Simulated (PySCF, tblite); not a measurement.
C5H11FOSi3.
Numbering: `[CH3:1][C:2]#[C:3][SiH2:4]/[C:5]([F:6])=[CH:7]\[SiH2:8][O:9][SiH3:10]` (hydrogens: H11, H12, H13 on C1; H14, H15 on Si4; H16 on C7; H17, H18 on Si8; H19, H20, H21 on Si10)

Jobs on this species (21 atoms, 100 electrons) with PySCF (density fitting) and tblite. Hardware of each: Arm Neoverse V2, one thread, no GPU, shared host. The host was shared with other jobs, so the times are rough.

```json
{"level and settings": "GFN2-xTB", "work": "Hessian by finite differences", "basis functions": "–", "SCF cycles": "–", "wall time": "?"}
{"level and settings": "PBE0/pcSseg-1", "work": "shieldings, charges and field gradients", "basis functions": "246", "SCF cycles": "15", "wall time": "58 s"}
{"level and settings": "GFN2-xTB", "work": "L-BFGS relaxation", "basis functions": "–", "SCF cycles": "–", "wall time": "1.0 s"}
```

Problem. Fill in the missing figures.

Solution. 
- GFN2-xTB; Hessian by finite differences: 1.2 s

Problem. What do all jobs in the table cost together?

Solution. About 60 s; the longest takes about 96 % of that, and about 58 times as long as the shortest.
